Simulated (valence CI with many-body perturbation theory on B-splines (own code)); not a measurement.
## E1 transitions of S11+

Calculated by valence CI with perturbative core correlation (CI+MBPT): three valence electrons over a frozen Dirac-Fock core [He], radial functions for each j: 11 s, 11 p, 9 d, 7 f, 5 g, 2 h, 1 i, with the one-electron correlation potential Σ1 (screened to all orders), the two-electron term Σ2, the three-electron term Σ3, Breit, model QED; selected single and double excitations, second order for the rest, scaled by the run's own slope (own B-spline code, finite nucleus).

No measured spectrum was set against this ion. As an estimate, levels of excited configurations hold to 0.05 to 0.15 % of their energy, terms of the ground configuration to about 0.5 %.

Lines 101 to 150 of 240 in falling wavelength, among levels below 3174.3 × 10³ cm⁻¹, chosen from the strongest by gf and those to the six lowest levels. Wavelengths and rates use the calculated energies, so an error of 300 cm⁻¹ moves a line at 4.053 nm by 0.012 % and its rate by three times that or more. Electric multipoles are in the length gauge, E1 and E2 with the static RPA response of the core. Weak lines are less certain than strong ones. Lines between different terms over intervals too small for the method are left out, as are lines whose strength nearly cancels. Where a level lies close to another of its J and parity, the split of strength between their lines is uncertain. The highest levels of a list are the least certain.

Names give the largest LS component (configuration and term), which can be under half, so a name can repeat, a term be missing and a line seem to break the LS rules; names also repeat where a configuration has a term twice. Letters in brackets count levels of one name in rising energy.

| λ vac (nm) | Upper | Lower | A (s⁻¹) | S (a.u.) with core polarisation | S without |
| --- | --- | --- | --- | --- | --- |
| 4.053 | 2s 2p 3s 2P°_3/2 [a] | 2s 2p2 2D_5/2 | 1.89e+11 | 2.48e-02 | 2.46e-02 |
| 4.053 | 2s 2p 3s 2P°_3/2 [a] | 2s 2p2 2D_3/2 | 1.95e+10 | 2.57e-03 | 2.55e-03 |
| 4.050 | 2p2 3s 2P_3/2 | 2p3 2D°_5/2 | 2.02e+11 | 2.65e-02 | 2.63e-02 |
| 4.025 | 2s 2p 3s 2P°_3/2 [c] | 2s 2p2 2P_3/2 | 1.88e+11 | 2.43e-02 | 2.42e-02 |
| 4.023 | 2s 2p 3d 2D°_5/2 [a] | 2s 2p2 2P_3/2 | 1.46e+11 | 2.82e-02 | 2.83e-02 |
| 4.016 | 2s 2p 3s 2P°_3/2 [b] | 2s 2p2 2P_1/2 | 1.30e+11 | 1.66e-02 | 1.66e-02 |
| 4.016 | 2s 2p 3s 2P°_1/2 [b] | 2s 2p2 2P_1/2 | 2.06e+11 | 1.32e-02 | 1.31e-02 |
| 4.009 | 2p2 3s 4P_1/2 | 2p3 4S°_3/2 | 1.88e+11 | 1.20e-02 | 1.19e-02 |
| 4.001 | 2p2 3s 4P_3/2 | 2p3 4S°_3/2 | 1.91e+11 | 2.42e-02 | 2.41e-02 |
| 3.990 | 2p2 3s 4P_5/2 | 2p3 4S°_3/2 | 1.96e+11 | 3.69e-02 | 3.67e-02 |
| 3.976 | 2s 2p 3s 2P°_3/2 [b] | 2s 2p2 2S_1/2 | 1.61e+11 | 2.00e-02 | 2.00e-02 |
| 3.937 | 2s 2p 3d 2P°_3/2 [a] | 2s 2p2 2P_3/2 | 1.73e+11 | 2.09e-02 | 2.10e-02 |
| 3.931 | 2s2 3s 2S_1/2 | 2s2 2p 2P°_3/2 | 2.06e+11 | 1.23e-02 | 1.22e-02 |
| 3.920 | 2s 2p 3d 2P°_1/2 [a] | 2s 2p2 2P_1/2 | 4.59e+11 | 2.73e-02 | 2.74e-02 |
| 3.911 | 2s 2p 3s 4P°_3/2 | 2s 2p2 4P_5/2 | 1.64e+11 | 1.94e-02 | 1.93e-02 |
| 3.911 | 2s2 3s 2S_1/2 | 2s2 2p 2P°_1/2 | 1.01e+11 | 5.96e-03 | 5.92e-03 |
| 3.907 | 2s 2p 3s 4P°_1/2 | 2s 2p2 4P_3/2 | 3.00e+11 | 1.77e-02 | 1.76e-02 |
| 3.900 | 2s 2p 3s 4P°_3/2 | 2s 2p2 4P_3/2 | 4.72e+10 | 5.53e-03 | 5.50e-03 |
| 3.900 | 2s 2p 3s 4P°_1/2 | 2s 2p2 4P_1/2 | 6.10e+10 | 3.57e-03 | 3.55e-03 |
| 3.898 | 2s 2p 3s 4P°_5/2 | 2s 2p2 4P_5/2 | 2.58e+11 | 4.52e-02 | 4.49e-02 |
| 3.893 | 2s 2p 3s 4P°_3/2 | 2s 2p2 4P_1/2 | 1.53e+11 | 1.78e-02 | 1.77e-02 |
| 3.889 | 2s 2p 3d 2P°_3/2 [a] | 2s 2p2 2S_1/2 | 1.21e+12 | 1.40e-01 | 1.41e-01 |
| 3.888 | 2s 2p 3s 4P°_5/2 | 2s 2p2 4P_3/2 | 1.13e+11 | 1.97e-02 | 1.96e-02 |
| 3.881 | 2s 2p 3d 2P°_1/2 [a] | 2s 2p2 2S_1/2 | 9.19e+11 | 5.30e-02 | 5.32e-02 |
| 3.878 | 2s 2p 3d 4F°_3/2 | 2s 2p2 2D_3/2 | 9.43e+09 | 1.09e-03 | 1.09e-03 |
| 3.874 | 2s 2p 3d 4F°_5/2 | 2s 2p2 2D_3/2 | 7.03e+08 | 1.21e-04 | 1.21e-04 |
| 3.840 | 2s 2p 3d 4D°_1/2 | 2s 2p2 2D_3/2 | 3.21e+09 | 1.79e-04 | 1.79e-04 |
| 3.840 | 2s 2p 3d 4D°_5/2 | 2s 2p2 2D_5/2 | 1.46e+11 | 2.45e-02 | 2.46e-02 |
| 3.840 | 2s 2p 3d 4D°_3/2 | 2s 2p2 2D_3/2 | 6.28e+10 | 7.02e-03 | 7.03e-03 |
| 3.840 | 2s 2p 3d 4D°_5/2 | 2s 2p2 2D_3/2 | 2.28e+10 | 3.82e-03 | 3.83e-03 |
| 3.834 | 2s 2p 3s 2P°_3/2 [b] | 2s 2p2 2D_3/2 | 4.34e+11 | 4.83e-02 | 4.84e-02 |
| 3.834 | 2s 2p 3s 2P°_1/2 [b] | 2s 2p2 2D_3/2 | 1.64e+11 | 9.10e-03 | 9.05e-03 |
| 3.832 | 2s 2p 3s 2P°_3/2 [c] | 2s 2p2 2D_5/2 | 1.98e+11 | 2.21e-02 | 2.20e-02 |
| 3.832 | 2s 2p 3s 2P°_3/2 [c] | 2s 2p2 2D_3/2 | 2.04e+11 | 2.27e-02 | 2.28e-02 |
| 3.831 | 2s 2p 3d 2D°_5/2 [a] | 2s 2p2 2D_5/2 | 4.48e+11 | 7.46e-02 | 7.47e-02 |
| 3.831 | 2s 2p 3d 2D°_5/2 [a] | 2s 2p2 2D_3/2 | 8.86e+10 | 1.47e-02 | 1.48e-02 |
| 3.823 | 2s 2p 3s 2P°_3/2 [a] | 2s 2p2 4P_3/2 | 3.60e+08 | 3.97e-05 | 3.95e-05 |
| 3.820 | 2s 2p 3d 4P°_5/2 | 2s 2p2 2D_5/2 | 8.99e+10 | 1.48e-02 | 1.49e-02 |
| 3.820 | 2s 2p 3d 4P°_5/2 | 2s 2p2 2D_3/2 | 1.96e+10 | 3.24e-03 | 3.25e-03 |
| 3.817 | 2s 2p 3d 4P°_3/2 | 2s 2p2 2D_3/2 | 7.27e+09 | 7.98e-04 | 8.00e-04 |
| 3.816 | 2s 2p 3s 2P°_3/2 [a] | 2s 2p2 4P_1/2 | 3.47e+08 | 3.81e-05 | 3.79e-05 |
| 3.772 | 2s 2p 3d 2F°_5/2 [a] | 2s 2p2 2D_5/2 | 1.99e+11 | 3.16e-02 | 3.17e-02 |
| 3.772 | 2s 2p 3d 2F°_5/2 [a] | 2s 2p2 2D_3/2 | 1.66e+12 | 2.64e-01 | 2.65e-01 |
| 3.761 | 2s 2p 3d 2F°_7/2 [a] | 2s 2p2 2D_5/2 | 2.01e+12 | 4.22e-01 | 4.23e-01 |
| 3.748 | 2s 2p 3d 2D°_3/2 | 2s 2p2 2P_3/2 | 3.37e+11 | 3.50e-02 | 3.51e-02 |
| 3.746 | 2s 2p 3d 2P°_1/2 [a] | 2s 2p2 2D_3/2 | 3.52e+10 | 1.83e-03 | 1.83e-03 |
| 3.746 | 2s 2p 3d 2D°_5/2 [b] | 2s 2p2 2P_3/2 | 2.13e+12 | 3.32e-01 | 3.33e-01 |
| 3.738 | 2s 2p 3d 2D°_3/2 | 2s 2p2 2P_1/2 | 1.64e+12 | 1.69e-01 | 1.69e-01 |
| 3.726 | 2s 2p 3d 2P°_1/2 [b] | 2s 2p2 2P_3/2 | 3.32e+11 | 1.70e-02 | 1.70e-02 |
| 3.724 | 2s 2p 3d 2P°_3/2 [b] | 2s 2p2 2P_3/2 | 9.07e+11 | 9.25e-02 | 9.27e-02 |
